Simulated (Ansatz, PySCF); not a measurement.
Spin gap between two states, R1 and P1; the higher of the two is an excited state, each structure at its B3LYP-D3(BJ)/def2-TZVP stationary point, reached from a drawn start (curvature not checked).
R1, CCl2 (SMILES Cl[C]Cl) (charge 0, multiplicity 1):
```xyz
3

C      0.00000     0.00000    -0.66232
Cl     1.40917     0.00000     0.33121
Cl    -1.40917     0.00000     0.33121
```
P1, CCl2 (SMILES Cl[C]Cl) (charge 0, multiplicity 3):
```xyz
3

C      0.00000     0.00000    -0.48304
Cl     1.50964     0.00000     0.24157
Cl    -1.50964     0.00000     0.24157
```

P less R. No zero-point or thermal terms; singlets are restricted closed shells; open shells are unrestricted.

Correlated levels freeze the cores. CBS: X⁻³ extrapolation of the correlation energy, Hartree–Fock from the larger set.

Run with Ansatz (Gaussian orbitals); PySCF for the D3/D4 terms. Each number belongs to the level named beside it.

```tsv
level	spin gap (eV)
PBE-D4/def2-TZVPP	0.788
BLYP-D3(BJ)/def2-TZVPP	0.894
r2SCAN-D4/def2-TZVPP	0.504
B97M-V/def2-TZVPP	0.853
B3LYP/def2-TZVPP	0.740
BHLYP/def2-TZVPP	0.524
B2PLYP-D3(BJ)/def2-TZVPP	0.766
MP2/cc-pV(T+d)Z	___
CCSD(T)/CBS(cc-pV(T+d)Z, cc-pV(Q+d)Z)	___
```

Problem. Some entries are withheld; supply them.

Solution. 
- MP2/cc-pV(T+d)Z, spin gap (eV): 0.768
- CCSD(T)/CBS(cc-pV(T+d)Z, cc-pV(Q+d)Z), spin gap (eV): 0.869

Ansatz is an electronic-structure program.
